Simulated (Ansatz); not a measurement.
perfluoropentacene, `Fc1c(F)c(F)c2c(F)c3c(F)c4c(F)c5c(F)c(F)c(F)c(F)c5c(F)c4c(F)c3c(F)c2c1F`. Total charge 0; singlet. Geometry r2SCAN-D4/def2-SVP, basis def2-SVP, Ansatz.

```xyz
36

F     3.7946   -5.1761    3.7501
C     3.0734   -4.5694    2.8194
C     2.6766   -5.3194    1.6776
F     3.0470   -6.5886    1.5998
C     1.9284   -4.7385    0.6835
F     1.5849   -5.4836   -0.3603
C     1.5302   -3.3668    0.7713
C     0.7699   -2.7358   -0.2158
F     0.4017   -3.4409   -1.2805
C     0.3742   -1.3787   -0.1322
C    -0.3918   -0.7395   -1.1251
F    -0.7621   -1.4394   -2.1909
C    -0.7819    0.6101   -1.0367
C    -1.5522    1.2585   -2.0324
F    -1.9258    0.5622   -3.1009
C    -1.9371    2.5980   -1.9415
C    -2.7155    3.2503   -2.9497
F    -3.1120    2.5967   -4.0354
C    -3.0721    4.5699   -2.8200
F    -3.7924    5.1769   -3.7512
C    -2.6753    5.3198   -1.6783
F    -3.0450    6.5893   -1.6008
C    -1.9276    4.7387   -0.6840
F    -1.5838    5.4839    0.3597
C    -1.5302    3.3668   -0.7713
C    -0.7704    2.7356    0.2161
F    -0.4023    3.4407    1.2808
C    -0.3754    1.3783    0.1328
C     0.3905    0.7390    1.1258
F     0.7609    1.4390    2.1915
C     0.7806   -0.6106    1.0374
C     1.5510   -1.2589    2.0330
F     1.9240   -0.5628    3.1019
C     1.9368   -2.5981    1.9417
C     2.7158   -3.2501    2.9496
F     3.1124   -2.5965    4.0351
```

```
run  HOMO (eV)  LUMO (eV)
  A      -5.83      -3.64
  B      -4.86      -3.89
  C      -6.55      -3.08
  D      -5.15      -4.09
```

Single mean-field runs in def2-SVP are fitted with def2-universal-jkfit.

Q: The runs used BHLYP, PBE, PBE0, r2SCAN. Estimate which is which.

A: A PBE0 (25 % exact exchange); B PBE (0 % exact exchange); C BHLYP (50 % exact exchange); D r2SCAN (0 % exact exchange). Exact exchange lowers occupied and raises empty levels; among semilocal functionals meta-GGAs tend to open the gap a little, and such runs are hard to tell apart. The gap grows from 0.97 eV (PBE) to 3.47 eV (BHLYP).
